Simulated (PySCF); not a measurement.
Molfile (atoms numbered from 1):
```
C7H6OSi
     RDKit          3D

 15 16  0  0  0  0  0  0  0  0999 V2000
   -2.0010    2.2410    0.1230 O   0  0  0  0  0  0  0  0  0  0  0  0
   -0.7996    2.1718    0.2431 C   0  0  0  0  0  0  0  0  0  0  0  0
   -0.0523    0.9397    0.1748 C   0  0  0  0  0  0  0  0  0  0  0  0
    1.3039    0.6239    0.2582 C   0  0  0  0  0  0  0  0  0  0  0  0
    2.6155    0.1701    0.2169 C   0  0  0  0  0  0  0  0  0  0  0  0
    2.2262   -1.1485   -0.1765 C   0  0  0  0  0  0  0  0  0  0  0  0
    0.8685   -0.8525   -0.0899 C   0  0  0  0  0  0  0  0  0  0  0  0
   -0.4576   -0.4399   -0.0708 C   0  0  0  0  0  0  0  0  0  0  0  0
   -2.1641   -1.2045   -0.2354 Si  0  0  0  0  0  4  0  0  0  0  0  0
   -0.1814    3.0721    0.4370 H   0  0  0  0  0  0  0  0  0  0  0  0
    3.5583    0.6424    0.4343 H   0  0  0  0  0  0  0  0  0  0  0  0
    2.7625   -2.0211   -0.5105 H   0  0  0  0  0  0  0  0  0  0  0  0
   -2.8587   -0.5173   -1.3198 H   0  0  0  0  0  0  0  0  0  0  0  0
   -1.9690   -2.6228   -0.5485 H   0  0  0  0  0  0  0  0  0  0  0  0
   -2.8557   -1.0464    1.0423 H   0  0  0  0  0  0  0  0  0  0  0  0
  1  2  2  0
  2  3  1  0
  3  4  2  0
  4  5  1  0
  5  6  2  0
  6  7  1  0
  7  8  2  0
  8  9  1  0
  8  3  1  0
  7  4  1  0
  2 10  1  0
  5 11  1  0
  6 12  1  0
  9 13  1  0
  9 14  1  0
  9 15  1  0
M  END
```

PySCF 2.14.0 with density-fitted response routines calculation with geometry: GFN2-xTB and σ from GIAO-PBE0/pcSseg-1; one averaged value for each set of equivalent atoms, one computed conformer, relativity neglected, in vacuum.

Chemical shifts δ = σref − σ; $^{13}$C (186.93 ppm), $^{1}$H (31.72 ppm), $^{29}$Si (349.16 ppm) against TMS; $^{17}$O (336.08 ppm) vs H2O, all at this level.

| atoms | nucleus | count | Hirshfeld charge | δ (ppm) |
| --- | --- | --- | --- | --- |
| H13/H14/H15 | $^{1}$H | 3 | -0.07 | 4.46 |
| H11 | $^{1}$H | 1 | 0.06 | 7.74 |
| H12 | $^{1}$H | 1 | 0.06 | 8.21 |
| Si9 | $^{29}$Si | 1 | 0.31 | ? |
| C3 | $^{13}$C | 1 | -0.01 | 149.5 |
| C6 | $^{13}$C | 1 | -0.01 | 154.6 |
| C4 | $^{13}$C | 1 | -0.02 | ? |
| C8 | $^{13}$C | 1 | -0.07 | ? |
| C2 | $^{13}$C | 1 | 0.11 | ? |
| H10 | $^{1}$H | 1 | 0.04 | 9.86 |
| C5 | $^{13}$C | 1 | -0.02 | 141.3 |
| C7 | $^{13}$C | 1 | -0.02 | 146.3 |
| O1 | $^{17}$O | 1 | -0.22 | 684.8 |

**Question.** Complete the table.

**Answer.** 
- C2: 192.0 ppm, aldehyde carbonyl carbon; low-lying n→π* states of the double bond to the heteroatom give a large paramagnetic term (-249 ppm)
- C8: 155.9 ppm, unsaturated ring carbon
- C4: 139.7 ppm, unsaturated ring carbon
- Si9: -87.6 ppm, silicon bonded to C, 3 H

Shifts are as computed. Against solution values, carbons near 30 ppm lie about +3 ppm off and those near 130 ppm about +5 ppm. Of 1211 compounds with measured shifts, 218 miss one by over three times the rms of a fit or turn the order of signals round; such compounds aren't used in these exercises. Unscaled 17O shifts of doubly bonded oxygen tend to come out too high, by tens of ppm or more. Experimental scales use liquid or dissolved standards, which lie at an offset from isolated H2O (liquid H2O: subtract about 36 ppm).
